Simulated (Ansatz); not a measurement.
Start from `CO[SiH2]F` and change one atom or group to get `F[SiH2][O][GeH2][Cl]`.

Ansatz, PBE0-D4/def2-TZVP geometries, multiplicity 1. Each molecule was computed in one conformer, which needn't be the lowest.

Scalar relativity is left out up to krypton.

| property | `CO[SiH2]F` |
| --- | --- |
| size of the dipole moment (ωB97M-V/def2-TZVPP) / D | 1.60 |
| HOMO–LUMO gap (PBE0/def2-TZVPP) / eV | 9.59 |
| ideal-gas entropy at 298 K and 1 bar (rigid rotor, harmonic PBE0-D4/def2-TZVP) / J/(mol·K) | 319 |
| HOMO energy (ωB97M-V/def2-TZVPP) / eV | -11.19 |
| HOMO energy (PBE0/def2-TZVPP) / eV | -8.79 |
| HOMO energy (B3LYP/def2-TZVPP) / eV | -8.55 |

Problem. What does the change do to each property? (Best estimate.)

Solution. The calculation gave: 
```csv
property,`F[SiH2][O][GeH2][Cl]`,shift
size of the dipole moment (ωB97M-V/def2-TZVPP) / D,1.96,0.36
HOMO–LUMO gap (PBE0/def2-TZVPP) / eV,8.85,-0.74
"ideal-gas entropy at 298 K and 1 bar (rigid rotor, harmonic PBE0-D4/def2-TZVP) / J/(mol·K)",388,69
HOMO energy (ωB97M-V/def2-TZVPP) / eV,-11.30,-0.11
HOMO energy (PBE0/def2-TZVPP) / eV,-9.04,-0.25
HOMO energy (B3LYP/def2-TZVPP) / eV,-8.80,-0.25
```

With PBE0 the HOMO falls by 0.25 eV and the LUMO falls by 1.01 eV, so the gap narrows by about 0.76 eV. PBE moves the HOMO by -0.38 eV and ωB97M-V by -0.11 eV. Dipoles are sizes alone; their direction can turn. Modes under 60 cm⁻¹, often nearly free rotors, make the harmonic entropy too high.

B3LYP here is the variant with VWN-RPA as its local correlation; programs differ in this.
